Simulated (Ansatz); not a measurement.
Species: H$_{4}$SiPO, charge 0, doublet. H4SiPO (SMILES [SiH](O)P, doublet).
B3LYP-D3(BJ)/def2-TZVP minimum from Ansatz (a quantum-chemistry and plane-wave program):
```xyz
7

Si    -0.8029     0.1093     0.3224
O     -0.8708     1.4185    -0.7001
P      1.2491    -0.8084     0.0171
H     -1.8206    -0.9103    -0.1003
H     -1.7361     1.7423    -0.9652
H      1.0796    -1.7241     1.0892
H      1.9476     0.1407     0.8064
```
Charge 0, spin multiplicity 2.

Total energies in cc-pV(D+d)Z, 19 correlated electrons, 11 frozen orbitals. Radicals and triplets start from unrestricted determinants; spin-orbit coupling is neglected. Cores are frozen in correlated methods. No relativity.

```
method    program  energy (Eh)  minus CCSDT(Q) (mEh)
--------  -------  -----------  --------------------
HF         Ansatz   -706.87712                448.93
MP2        Ansatz   -707.27049                 55.57
CCSD       Ansatz   -707.31220                 13.86
CCSD(T)    Ansatz   -707.32371                  2.34
CCSDT(Q)   Ansatz   -707.32606                  0.00
```

Rough core times of Ansatz's runs on a shared machine: CCSD(T) under 20 s, CCSDT(Q) 40 min.
